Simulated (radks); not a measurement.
All-electron atom: Yb5+ in [Kr] 4d10 4f12 5s2 5p5 (the NIST ground configuration). Method: scalar-relativistic Kohn-Sham, BLYP, spin-unpolarised, spherical densities, point nucleus; computed with a radial shooting solver on a logarithmic mesh with Libxc functionals.

Local quantities along the radius. ELF = 1/(1 + alpha^2) is the electron localisation function; alpha = (tau - tau_W)/tau_unif compares the Pauli kinetic energy density with that of the uniform gas; s = |grad rho|/(2 (3 pi^2)^(1/3) rho^(4/3)) is the reduced gradient; 4 pi r^2 rho is in e/bohr. tau is taken from the large components.

| r (bohr) | ELF | alpha | s | 4 pi r^2 rho |
|---|---|---|---|---|
| 0.001637 | 0.999 | 0.02610 | 0.6976 | 12.88 |
| 0.002165 | 0.999 | 0.02900 | 0.6358 | 19.34 |
| 0.002842 | 0.999 | 0.03351 | 0.5963 | 28.05 |
| 0.003731 | 0.998 | 0.04073 | 0.5746 | 39.49 |
| 0.004936 | 0.997 | 0.05323 | 0.5698 | 53.92 |
| 0.006479 | 0.994 | 0.07482 | 0.5821 | 69.32 |
| 0.008573 | 0.986 | 0.1176 | 0.6129 | 83.88 |
| 0.01125 | 0.960 | 0.2048 | 0.6594 | 93.06 |
| 0.01489 | 0.858 | 0.4070 | 0.7115 | 94.25 |
| 0.01954 | 0.597 | 0.8220 | 0.7169 | 88.53 |
| 0.02565 | 0.355 | 1.348 | 0.5844 | 83.93 |
| 0.03394 | 0.379 | 1.280 | 0.3543 | 91.64 |
| 0.04455 | 0.611 | 0.7973 | 0.2818 | 112.0 |
| 0.05895 | 0.743 | 0.5879 | 0.3680 | 126.9 |
| 0.07737 | 0.618 | 0.7855 | 0.4788 | 116.5 |
| 0.1016 | 0.358 | 1.339 | 0.4106 | 97.99 |
| 0.1344 | 0.477 | 1.047 | 0.2162 | 104.3 |
| 0.1764 | 0.720 | 0.6231 | 0.3108 | 113.9 |
| 0.2334 | 0.581 | 0.8492 | 0.5314 | 84.06 |
| 0.3063 | 0.248 | 1.740 | 0.3744 | 55.10 |
| 0.4021 | 0.566 | 0.8764 | 0.1686 | 62.21 |
| 0.532 | 0.706 | 0.6450 | 0.3730 | 59.59 |
| 0.6983 | 0.492 | 1.015 | 0.5759 | 35.26 |
| 0.9239 | 0.341 | 1.390 | 0.5724 | 18.49 |
| 1.213 | 0.513 | 0.9737 | 0.6459 | 11.22 |
| 1.605 | 0.538 | 0.9270 | 1.142 | 4.879 |
| 2.106 | 0.241 | 1.773 | 2.425 | 1.152 |
| 2.765 | 0.022 | 6.599 | 6.450 | 0.1224 |
| 3.658 | 0.000 | 57.53 | 25.52 | 0.004024 |

On this mesh the ELF has minima near r = 0.030, 0.10, 0.31, 0.92 bohr, which separate the shells, and maxima near 0.059 (0.74), 0.18 (0.72), 0.53 (0.71), 1.4 (0.57).
